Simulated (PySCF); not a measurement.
**Magnetisability: `InChI=1S/C6H7NOS/c7-4-6-2-1-3-9(8)5-6/h1,3,6H,2,5H2/t6-,9+/m0/s1`**

Geometry:
```json
{"atom": "N1", "x (Å)": "-2.759", "y (Å)": "-2.053", "z (Å)": "0.499"}
{"atom": "C2", "x (Å)": "-1.827", "y (Å)": "-1.391", "z (Å)": "0.498"}
{"atom": "C3", "x (Å)": "-0.651", "y (Å)": "-0.555", "z (Å)": "0.460"}
{"atom": "C4", "x (Å)": "-0.967", "y (Å)": "0.755", "z (Å)": "-0.271"}
{"atom": "C5", "x (Å)": "0.246", "y (Å)": "1.585", "z (Å)": "-0.543"}
{"atom": "C6", "x (Å)": "1.503", "y (Å)": "1.215", "z (Å)": "-0.380"}
{"atom": "S7", "x (Å)": "2.059", "y (Å)": "-0.394", "z (Å)": "0.272"}
{"atom": "O8", "x (Å)": "1.979", "y (Å)": "-0.268", "z (Å)": "1.730"}
{"atom": "C9", "x (Å)": "0.503", "y (Å)": "-1.286", "z (Å)": "-0.211"}
{"atom": "H10", "x (Å)": "-0.343", "y (Å)": "-0.342", "z (Å)": "1.495"}
{"atom": "H11", "x (Å)": "-1.674", "y (Å)": "1.344", "z (Å)": "0.320"}
{"atom": "H12", "x (Å)": "-1.458", "y (Å)": "0.536", "z (Å)": "-1.227"}
{"atom": "H13", "x (Å)": "0.028", "y (Å)": "2.576", "z (Å)": "-0.923"}
{"atom": "H14", "x (Å)": "2.324", "y (Å)": "1.880", "z (Å)": "-0.591"}
{"atom": "H15", "x (Å)": "0.433", "y (Å)": "-1.283", "z (Å)": "-1.297"}
{"atom": "H16", "x (Å)": "0.598", "y (Å)": "-2.308", "z (Å)": "0.155"}
```

Method: GIAO B97-2/pcSseg-1 magnetisability, rotational g tensor and spin-rotation constants, non-relativistic, gas phase in PySCF 2.14.0. Geometry: GFN2-xTB.

(1) How diamagnetic is it, and how anisotropic?

(2) Split it along the inertial axes a, b, c into diamagnetic and paramagnetic parts about the centre of mass, with the quadrupole moment.

(3) And the rotational g tensor?

Answers

(1) Isotropic -1298 × 10⁻³⁰ J/T², or -78.2 × 10⁻⁶ cm³/mol; principal values -1360, -1344, -1191 × 10⁻³⁰ J/T², anisotropy 162 × 10⁻³⁰ J/T² (root of half the summed squared differences of the principal values). The susceptibility is in cgs units.

(2) 
| axis | χ (10⁻⁶ cm³/mol) | diamagnetic (10⁻⁶ cm³/mol) | paramagnetic (10⁻⁶ cm³/mol) | summed x² of all electrons (Å²) | quadrupole Θ (D Å) |
| --- | --- | --- | --- | --- | --- |
| a | -78.2 | -585.8 | 507.5 | 236.8 | -18.42 |
| b | -75.7 | -1156.5 | 1080.8 | 102.3 | +12.81 |
| c | -80.7 | -1438.6 | 1357.9 | 35.8 | +5.61 |

Anisotropies 2χaa − χbb − χcc = -0.2 and 2χbb − χaa − χcc = +7.5 × 10⁻⁶ cm³/mol. Θ is traceless in Buckingham's convention.

(3) 
| axis | rotational constant (GHz) | g | nuclear part | electronic part |
| --- | --- | --- | --- | --- |
| a | 2.5527 | -0.0306 | 0.5781 | -0.6087 |
| b | 1.0788 | -0.0236 | 0.5242 | -0.5477 |
| c | 0.8580 | -0.0150 | 0.5324 | -0.5474 |

Asymmetric top; isotopes 12C, 1H, 14N, 16O, 32S; no vibrational averaging.
